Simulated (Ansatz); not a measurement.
```yaml
crystal:
  periodic: [false, false, false]
  atoms:
    - {symbol: Hf, position_ang: [0.493346, 2.093800, -0.060152]}
    - {symbol: Br, position_ang: [0.731578, 2.822531, 2.304691]}
    - {symbol: Br, position_ang: [-0.745499, 4.042186, -0.993884]}
    - {symbol: Br, position_ang: [2.626489, 2.298073, -1.325228]}
    - {symbol: Br, position_ang: [-1.468653, 0.483612, -0.819768]}
    - {symbol: Hf, position_ang: [-0.492949, -2.092087, 0.059292]}
    - {symbol: Br, position_ang: [-0.729032, -2.828250, -2.303749]}
    - {symbol: Br, position_ang: [-2.628010, -2.291467, 1.323349]}
    - {symbol: Br, position_ang: [0.740873, -4.041543, 1.000921]}
    - {symbol: Br, position_ang: [1.471847, -0.486865, 0.814536]}
basis:
  gaussian: {orbitals: def2-TZVP}
magnetization: {spin_polarized: true, initial_magnetization: 2}
hamiltonian: {xc: pbe0, dispersion: d4}
scf: {omitted_lower_state_checks: [starts]}
output: {orbitals: {seedname: orbitals}}
```

```sh
$ ansatz run in.yaml --threads 6 --pin off --events-out ev --progress --plain --max-ram 7833MiB
```

(1) Does this run fit into the memory that it is given?

Answers

(1) No. It has 464 basis functions, and Ansatz plans for 12 GiB where 8 GiB are given.
